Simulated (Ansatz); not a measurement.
Basis sets compared for Ge12NH23, a cluster cut from the lattice of germanium (1 of the caps NH2). Charge 0, multiplicity 1. Geometry PBE-D4/def2-SVP. Ansatz on 2 threads of AMD EPYC 7R13 on a shared host and a share (18 GiB) of an NVIDIA H100 80GB HBM3; times are rough, and most runs start from earlier orbitals.

```xyz
36

Ge   -0.0112   -2.5989   -3.1961
Ge    1.7928    1.8221   -0.9244
Ge   -3.5824   -2.1367   -1.3578
Ge   -1.7196    2.3724    0.9654
Ge   -0.2243   -1.2465    0.4914
Ge    1.7414    3.1089    2.8605
Ge   -2.2958   -3.4428   -2.9758
Ge   -0.4649    0.9458   -0.5718
Ge    1.0887   -2.6550   -1.0151
Ge    2.9900    1.7824    1.2264
Ge   -2.4595   -2.1829    0.8120
Ge   -0.5633    2.3324    3.1170
N     4.7435    2.4387    1.2281
H    -0.0480   -1.1292   -3.7024
H     0.7721   -3.4435   -4.2431
H     1.7341    3.2792   -1.4755
H     2.5204    0.9525   -1.9951
H    -3.6778   -0.6630   -1.8445
H    -5.0307   -2.6971   -1.2505
H    -1.8019    3.8339    0.4373
H    -3.1713    1.8318    1.1204
H     0.5073   -1.0627    1.8561
H     1.7005    4.5829    2.3577
H     2.4728    3.1050    4.2338
H    -3.0099   -3.4531   -4.3590
H    -2.2261   -4.9143   -2.4728
H    -1.2333    0.7657   -1.9168
H     2.5434   -2.1098   -1.1179
H     1.1586   -4.1220   -0.5004
H     5.3581    1.8830    0.6187
H     4.7870    3.4087    0.8899
H     3.1045    0.3048    1.7018
H    -3.2457   -1.3364    1.8554
H    -2.3878   -3.6475    1.3331
H    -1.3041    3.2183    4.1607
H    -0.5576    0.8727    3.6533
```

Single mean-field runs in def2-SVP, def2-TZVP are fitted with def2-universal-jkfit.

Binding counts from free atoms (Ge triplet, N quartet, H doublet) in the same basis, without a counterpoise term.

| level | functions | energy (Eh) | HOMO (eV) | LUMO (eV) | binding per atom (eV) | wall time |
| --- | --- | --- | --- | --- | --- | --- |
| PBE-D4/def2-SVP (with forces) | 513 | -24985.7961 | -5.54 | -1.53 | 2.85 | 10 s |
| PBE0-D4/def2-SVP | 513 | -24986.4861 | -6.74 | -0.81 | 2.84 | 12 s |

(1) Estimate the rows for PBE-D4/def2-TZVP, PBE0-D4/def2-TZVP.

Answers

(1) 
```
            level  functions  energy (Eh)  HOMO (eV)  LUMO (eV)  binding per atom (eV)  wall time
 PBE-D4/def2-TZVP        745  -24989.0149      -5.74      -1.69                   2.85      5.5 s
PBE0-D4/def2-TZVP        745  -24989.6905      -6.85      -0.95                   2.84      9.5 s
```
